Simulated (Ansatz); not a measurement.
`CC[SiH2][SiH2]F` + H₂O → `O[SiH2][SiH2]F` + `CC`  (formal hydrolysis of the Si–C bond)

Calculated with Ansatz (gas phase, PBE0-D4/def2-TZVP geometries, no zero-point term in ΔE). CCSD(T)/CBS is the MP2 limit (def2-TZVPP, def2-QZVPP) plus CCSD(T) − MP2 in def2-TZVPP, frozen cores. This one scheme is used for every species. DFT in def2-TZVPP. One conformer a species, not always the lowest.

```
          species  PBE energy (Eh)
`CC[SiH2][SiH2]F`       -760.08888
              H₂O        -76.38007
 `O[SiH2][SiH2]F`       -756.76715
             `CC`        -79.73271
```

(1) Work out ΔE.

Largest T1 diagnostic among the species: 0.012.

Results:

(1) ΔE = (-756.76715) + (-79.73271) − (-760.08888) − (-76.38007) = -0.03091 Eh = -19.4 kcal/mol. CCSD(T)/CBS gives -20.0 kcal/mol.

In def2-TZVPP, CCSD(T) changes the Hartree–Fock value by +6.4 kcal/mol (the triples alone add +0.9 kcal/mol) and MP2 by +6.2 kcal/mol. The D4 term adds +1.9 kcal/mol with B3LYP and +1.1 kcal/mol with PBE0; it sums over pairs of atoms, weighted by their polarisabilities, and B3LYP, whose exchange is more repulsive, gets the larger term.

B3LYP here is the variant with VWN-RPA as its local correlation; programs differ in this.
